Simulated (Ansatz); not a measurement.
Reaction (formal exchange of groups at a Ge–F bond): `[F][GeH2][GaH2]` + SiH₄ → `[SiH3][GeH2][GaH2]` + H–F

Gas-phase electronic energies from Ansatz, PBE0-D4/def2-TZVP geometries. CBS: MP2 limit from def2 TZ/QZ plus the TZ coupled-cluster correction, frozen cores. This one scheme is used for every species. DFT in def2-TZVPP. For Ga, Ge outer-core shells are correlated without core-valence functions, which leaves a few kJ/mol of doubt a bond. Scalar relativity is left out up to krypton.

`[F][GeH2][GaH2]`:

Cartesian coordinates in Å:
```
F -1.952 0.565 0.961
Ge -0.585 0.813 -0.112
Ga 0.919 -1.116 0.075
H -1.215 1.013 -1.507
H 0.025 2.158 0.339
H 0.582 -2.299 1.043
H 2.225 -1.135 -0.798
```

SiH₄:

Cartesian coordinates in Å:
```
Si 0.000 0.000 0.000
H 0.197 1.335 0.618
H -0.170 0.154 -1.467
H -1.211 -0.638 0.575
H 1.185 -0.851 0.274
```

`[SiH3][GeH2][GaH2]`:

Z-matrix (Å, degrees):
```
Si
Ge 1 2.384
H 1 1.488 2 109.9
H 1 1.487 2 111.4 3 120.5
H 1 1.488 2 109.8 3 -119.0
Ga 2 2.438 1 110.3 3 59.2
H 2 1.542 1 107.5 3 -178.5
H 2 1.542 1 107.6 3 -63.2
H 6 1.571 2 120.3 1 -88.7
H 6 1.571 2 120.2 1 88.9
```

H–F:

```xyz
2

F     0.425   -0.145   -0.098
H    -0.425    0.145    0.098
```

```tsv
species	BLYP energy (Eh)
`[F][GeH2][GaH2]`	-4104.27933
SiH₄	-291.87502
`[SiH3][GeH2][GaH2]`	-4295.65601
H–F	-100.48139
```

**Question.** Work out ΔE.

**Answer.** ΔE = (-4295.65601) + (-100.48139) − (-4104.27933) − (-291.87502) = 0.01695 Eh = +0.46 eV. CCSD(T)/CBS gives +0.17 eV.

Largest T1 diagnostic among the species: 0.013.

In def2-TZVPP, CCSD(T) changes the Hartree–Fock value by −0.38 eV (the triples alone add −0.04 eV) and MP2 by −0.40 eV. From r2SCAN to r2SCAN0 (25 % exact exchange), in def2-TZVPP and without D4, ΔE moves by −0.05 eV.
